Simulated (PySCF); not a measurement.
Correlation energy of Sm⁴⁸⁺ (samarium, charge +48)

[Ne] 3s2 3p2, high-spin 3P determinant. Computed with PySCF 2.14 in an uncontracted even-tempered set (18 s from 10 bohr⁻², ratio 2.5; 12 p from 14 bohr⁻², ratio 2.5; 4 d from 54 bohr⁻², ratio 2.7; 4 f from 80 bohr⁻², ratio 2.7), with scalar relativity by spin-free X2C-1e. Frozen: 1s2; 12 electrons correlated; the 21 highest virtual orbitals of each spin left out.

```json
{"level": "CCSD", "correlation energy (mhartree)": "-529.73"}
{"level": "(T)", "correlation energy (mhartree)": "-0.71"}
{"level": "CCSD(T)", "correlation energy (mhartree)": "-530.44"}
```

Diagnostics: T1 = 0.00045, D1 = 0.0020, largest double amplitude 0.044.

Is a single reference adequate?

Yes, within this model without spin-orbit coupling: T1 lies below 0.03 and no double amplitude reaches 0.07.

At this charge the one-electron X2C treatment keeps the bare 1/r₁₂, with no two-electron picture change or Breit term. The effect here is smaller than on the frozen 1s shell; and a scalar Hamiltonian misses the large spin-orbit splitting of the p shells, which matters for ns² → np² pairs.

Spin-orbit coupling is strong in this species, so the high-spin LS determinant is a model state.
